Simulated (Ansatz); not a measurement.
`BS/C=C/BC` and `CB/C=C/O` differ in one atom or group.

Ansatz, PBE0-D4/def2-TZVP geometries, multiplicity 1. Each molecule was computed in one conformer, which needn't be the lowest.

```json
{"property": "HOMO energy (PBE/def2-TZVPP) / eV", "`BS/C=C/BC`": "-6.62"}
{"property": "size of the dipole moment (B3LYP/def2-TZVPP) / D", "`BS/C=C/BC`": "0.66"}
{"property": "HOMO–LUMO gap (B3LYP/def2-TZVPP) / eV", "`BS/C=C/BC`": "4.94"}
{"property": "HOMO energy (ωB97M-V/def2-TZVPP) / eV", "`BS/C=C/BC`": "-9.56"}
{"property": "HOMO energy (PBE0/def2-TZVPP) / eV", "`BS/C=C/BC`": "-7.54"}
{"property": "HOMO–LUMO gap (PBE/def2-TZVPP) / eV", "`BS/C=C/BC`": "3.49"}
```

Give the same properties after the change, and the shifts. (Estimate.)

Computed: 
```
                                        property  `CB/C=C/O`  shift
               HOMO energy (PBE/def2-TZVPP) / eV       -6.15   0.47
size of the dipole moment (B3LYP/def2-TZVPP) / D        3.02   2.36
           HOMO–LUMO gap (B3LYP/def2-TZVPP) / eV        5.69   0.75
           HOMO energy (ωB97M-V/def2-TZVPP) / eV       -9.41   0.15
              HOMO energy (PBE0/def2-TZVPP) / eV       -7.24   0.30
             HOMO–LUMO gap (PBE/def2-TZVPP) / eV        4.09   0.60
```

With PBE0 the HOMO rises by 0.30 eV and the LUMO rises by 1.08 eV, so the gap widens by about 0.78 eV. PBE moves the HOMO by 0.47 eV and ωB97M-V by 0.15 eV. Dipoles are sizes alone; their direction can turn.

B3LYP here is the variant with VWN-RPA as its local correlation; programs differ in this.
